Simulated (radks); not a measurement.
Values are calculated unless marked as measured or tabulated.
These are the eigenvalues of the occupied orbitals of an atom or ion with whole-number occupations (eV). Level of theory: non-relativistic Kohn-Sham, TPSS, spin-polarised, spherical densities, point nucleus; meta-GGA in the generalised Kohn-Sham scheme (a radial shooting solver on a logarithmic mesh with Libxc functionals).

| orbital | eigenvalue |
|---|---|
| 1s down | -72423.90 |
| 1s up | -72423.88 |
| 2s up | -14543.33 |
| 2s down | -14528.52 |
| 2p up | -14101.41 |
| 2p down | -14090.62 |
| 3s up | -5440.350 |
| 3s down | -5426.166 |
| 3p up | -5247.902 |
| 3p down | -5231.957 |
| 3d up | -4911.492 |
| 3d down | -4890.324 |

Which element is it, and in what charge state? The configuration may be excited. Open shells, if any, are filled with parallel spins first.

Answer. Z = 77, iridium, charge +52: Ir52+ in [Ar] 3d7. The list shows which subshells hold electrons but not how many an open one holds; the 1s level, -2661.5 hartree, gives Z - s = 73.0 by -(Z - s)^2/2, which with screening narrows Z to a few neighbours, and the depths of the outer levels then fix element, charge and occupations together.
